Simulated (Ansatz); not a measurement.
Mulliken charges of C2H2Se, SMILES `C#C[SeH]` from PBE/def2-TZVPP in Ansatz (PBE0-D4/def2-TZVP geometry).

```csv
atom,x (Å),y (Å),z (Å),charge (e)
C1,-0.892,-0.954,0.073,-0.052
C2,0.045,-0.203,0.148,-0.310
Se3,1.521,0.844,0.362,0.095
H4,-1.726,-1.612,0.000,0.208
H5,1.102,1.852,-0.625,0.059
```

**Question.** By hand: the dipole of these point charges (1 e Å = 4.8032 D).

**Answer.** Σ q r = (-0.117, -0.033, -0.052) e Å, of length 0.132 e Å = 0.63 D.

**Question.** How does the dipole of the full density compare? (Best estimate.)

**Answer.** The calculation gave: (-0.015, 0.092, -0.075) e Å, 0.57 D; the point charges give 1.11 times that, at 80° from its direction.

Point charges leave out the atoms' own dipoles, such as those of lone pairs, and Mulliken's split depends on the basis, so the two needn't agree.
